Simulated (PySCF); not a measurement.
Mg(Et)(OMe) (C₃H₈MgO), SMILES C[CH2][Mg][O]C.

Coordinates come from a PBE0-D3(BJ)/def2-SVP optimisation. The structure was generated by enumeration; whether it is a known compound was not checked. The values are those of a single conformer.

Two levels are set side by side: TDDFT-PBE/def2-SVPD (PySCF) and TDDFT-PBE0/def2-SVPD (PySCF). Vertical, same geometry. The lowest singlet is HOMO→LUMO 100 % with PBE and HOMO−1→LUMO 97 % with the other functional; states are paired by order. Differences are taken from unrounded values.

| quantity | TDDFT-PBE |
|---|---|
| lowest singlet excitation (eV) | 4.08 |
| lowest triplet excitation (TDA) (eV) | 3.85 |
| first bright state (f over 0.05) (eV) | 4.67 |
| its oscillator strength | 0.12 |

Task: These are the TDDFT-PBE values. What does TDDFT-PBE0 give? (An estimate is asked for; the answer gives what the named calculation found.)

Result: 
```tsv
quantity	TDDFT-PBE0	TDDFT-PBE minus TDDFT-PBE0
lowest singlet excitation (eV)	4.97	-0.90
lowest triplet excitation (TDA) (eV)	4.19	-0.34
first bright state (f over 0.05) (eV)	5.10	-0.42
its oscillator strength	0.15	-0.04
```

A lower first singlet is the usual sign of a functional without exact exchange. Differences between two approximate levels are no errors against the true value.

Rough cost on one machine, each run with all the roots and properties that it gave: TDDFT-PBE0 against TDDFT-PBE about 3 times.
